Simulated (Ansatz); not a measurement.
One change: `O[Si@H](F)[Si@H](O)F` becomes `C=C[Si@@H](O)[Si@@H](O)F`.

Ansatz, PBE0-D4/def2-TZVP geometries, multiplicity 1. Each molecule was computed in one conformer, which needn't be the lowest.

```tsv
property	`O[Si@H](F)[Si@H](O)F`
HOMO–LUMO gap (PBE0/def2-TZVPP) / eV	7.34
LUMO energy (PBE0/def2-TZVPP) / eV	-0.70
LUMO energy (ωB97M-V/def2-TZVPP) / eV	0.99
HOMO–LUMO gap (PBE/def2-TZVPP) / eV	5.17
size of the dipole moment (PBE/def2-TZVPP) / D	1.97
HOMO energy (ωB97M-V/def2-TZVPP) / eV	-10.13
```

Question: Give the same properties after the change, and the shifts. (An estimate is asked.)

Answer: Ansatz gave: 
```
                                      property  `C=C[Si@@H](O)[Si@@H](O)F`  shift
          HOMO–LUMO gap (PBE0/def2-TZVPP) / eV                        6.71  -0.63
            LUMO energy (PBE0/def2-TZVPP) / eV                       -0.72  -0.02
         LUMO energy (ωB97M-V/def2-TZVPP) / eV                        1.13   0.14
           HOMO–LUMO gap (PBE/def2-TZVPP) / eV                        4.61  -0.56
size of the dipole moment (PBE/def2-TZVPP) / D                        1.12  -0.85
         HOMO energy (ωB97M-V/def2-TZVPP) / eV                       -9.50   0.63
```

Dipoles are sizes alone; their direction can turn.
